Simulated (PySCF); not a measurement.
Mg(Me)(Et) (C₃H₈Mg), SMILES [Mg]([CH3])[CH2]C. Atoms are numbered in the order given.

```xyz
12

Mg    -0.0438     0.4323     0.5393
C     -1.1096     1.7888     1.7415
H     -1.8117     1.2762     2.4235
H     -1.7080     2.4963     1.1397
H     -0.4372     2.3966     2.3735
C      1.0257    -0.9355    -0.6737
C      0.2540    -1.5340    -1.8635
H      1.3997    -1.7530    -0.0273
H      1.9400    -0.4314    -1.0424
H     -0.0967    -0.7566    -2.5651
H     -0.6431    -2.0907    -1.5398
H      0.8616    -2.2410    -2.4596
```

Geometry: B3LYP-D3(BJ)/def2-SVP. The structure was generated by enumeration; whether it is a known compound was not checked. One conformer was computed; it need not be the lowest.

Two levels are set side by side: PBE/pcSseg-1 (PySCF) and KT2/pcSseg-1 (PySCF). GIAO shifts against TMS (¹H), TMS (¹³C) at the same level; non-relativistic, no solvent, atoms listed together averaged. Differences are taken from unrounded values.

| quantity | KT2 |
|---|---|
| δ(¹³C) of C2 (ppm) | -18.4 |
| δ(¹H) of H3, H4, H5 (ppm) | -0.64 |
| δ(¹³C) of C6 (ppm) | 5.0 |
| δ(¹³C) of C7 (ppm) | 17.7 |
| δ(¹H) of H8, H9 (ppm) | 0.41 |

Q: What does PBE give, and how far is it from KT2? (The exact figures need the calculation; the answer reports its results.)

A: 
```
quantity                     PBE  PBE minus KT2
-------------------------  -----  -------------
δ(¹³C) of C2 (ppm)         -20.5           -2.0
δ(¹H) of H3, H4, H5 (ppm)  -0.68          -0.04
δ(¹³C) of C6 (ppm)           3.2           -1.8
δ(¹³C) of C7 (ppm)          17.5           -0.3
δ(¹H) of H8, H9 (ppm)       0.33          -0.08
```

Rough cost on one machine, each run with all the roots and properties that it gave: KT2 against PBE within a factor of 2.
